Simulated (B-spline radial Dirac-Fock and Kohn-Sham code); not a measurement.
## Kα1 satellite and hypersatellite shifts, Tc to La

The computed values come from a radial atomic solver: multi-electron Dirac-Fock with separately optimised hole states, Breit and Lamb-shift corrections added in first order. Shifts of the K-L3 line in eV with one spectator hole, averages over J within each jj subconfiguration of free neutral atoms, not observable levels.

```csv
Z,element,Kα1 (eV),1s hole,2p3/2 hole,3d5/2 hole
43,Tc,18365.5,+491.3,+51.5,-0.52
44,Ru,19277.8,+505.6,+53.1,-0.38
45,Rh,20214.3,+520.0,+54.6,–
46,Pd,21175.6,+534.6,+56.2,-0.14
47,Ag,22161.3,+549.5,+57.7,-0.12
48,Cd,23172.0,+564.4,+59.2,-0.07
49,In,24208.0,+579.5,+60.7,-0.04
50,Sn,25269.5,+595.0,+62.3,-0.01
51,Sb,26356.8,+610.6,+63.9,+0.03
52,Te,27470.2,+626.5,+65.3,+0.07
53,I,28609.9,+642.6,+66.9,+0.11
54,Xe,29776.3,+659.0,+68.4,+0.16
55,Cs,30969.9,+675.7,+70.0,+0.23
56,Ba,32190.7,+692.6,+71.6,+0.32
57,La,33439.3,+709.8,+73.3,+0.43
```
